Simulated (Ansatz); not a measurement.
Harmonic frequencies (cm⁻¹) at PBE0-D4/def2-TZVP from Ansatz: 136, 159, 193, 204, 218, 254, 266, 268, 415, 533, 534, 554, 810, 810, 843, 933, 1012, 1048, 1087, 1108, 1127, 1325, 1331, 1454, 1460, 1467, 1476, 2448, 2503, 2518, 3027, 3029, 3096, 3099, 3108, 3109.

Each molecule was computed in one conformer, which needn't be the lowest.

Problem. Which molecule is it?
A. `C[B-](Cl)(Cl)[NH2+][SiH3]`
B. `[SiH3][O+]([SiH3])[GaH3-]`
C. `[CH3][In-]([CH3])([F])[PH3+]`
D. `C[B-](C)([PH3+])Cl`

Solution. D.
